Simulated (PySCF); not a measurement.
NbOCl₃, SMILES [O]=[Nb]([Cl])([Cl])[Cl], multiplicity 1.

Geometry: B3LYP-D3(BJ)/def2-SVP. The spin state was assumed, not searched. The isomer is the one that the SMILES or the coordinates give; other isomers of the formula were not compared. The def2 effective core potentials stand for the cores of Nb; spin–orbit coupling is left out.

The numbers are results of TDDFT-PBE/def2-SVPD (PySCF), not measurements.

Vertical excitations; the highest root listed may be one member of a degenerate set. Isolated molecule, no solvent. State labels are in the subgroup Cs.

```
state  symmetry  energy (eV)  λ (nm)      f                                                               main pairs
-----  --------  -----------  ------  -----  -----------------------------------------------------------------------
S1           A"         4.28     290  0.000                                       HOMO→LUMO 50 %, HOMO−1→LUMO+1 50 %
S2           A"         4.29     289  0.001                 HOMO−1→LUMO+1, HOMO→LUMO, HOMO−2→LUMO+1 (degenerate set)
S3           A'         4.29     289  0.001                   HOMO→LUMO+1, HOMO−1→LUMO, HOMO−2→LUMO (degenerate set)
S4           A'         4.32     287  0.002                                       HOMO−1→LUMO 49 %, HOMO→LUMO+1 49 %
S5           A'         4.53     274  0.000                              HOMO−3→LUMO+1, HOMO−2→LUMO (degenerate set)
S6           A"         4.53     274  0.000                              HOMO−3→LUMO, HOMO−2→LUMO+1 (degenerate set)
S7           A'         4.63     268  0.024  HOMO−2→LUMO, HOMO−3→LUMO+1, HOMO−5→LUMO+1, HOMO−4→LUMO (degenerate set)
S8           A"         4.63     268  0.024  HOMO−2→LUMO+1, HOMO−3→LUMO, HOMO−4→LUMO+1, HOMO−5→LUMO (degenerate set)
S9           A"         4.97     250  0.000                                     HOMO−5→LUMO 50 %, HOMO−4→LUMO+1 50 %
S10          A'         5.07     244  0.002                                     HOMO−5→LUMO+1 46 %, HOMO−4→LUMO 46 %
T1           A'         4.11     301      0                   HOMO→LUMO+1, HOMO−1→LUMO, HOMO−2→LUMO (degenerate set)
T2           A"         4.11     301      0                 HOMO−1→LUMO+1, HOMO→LUMO, HOMO−2→LUMO+1 (degenerate set)
T3           A'         4.12     301      0                                       HOMO−1→LUMO 50 %, HOMO→LUMO+1 49 %
T4           A"         4.14     300      0                                       HOMO→LUMO 50 %, HOMO−1→LUMO+1 50 %
```
Triplets are in the Tamm–Dancoff approximation, which puts them higher than full response would, so one can lie above its singlet here.
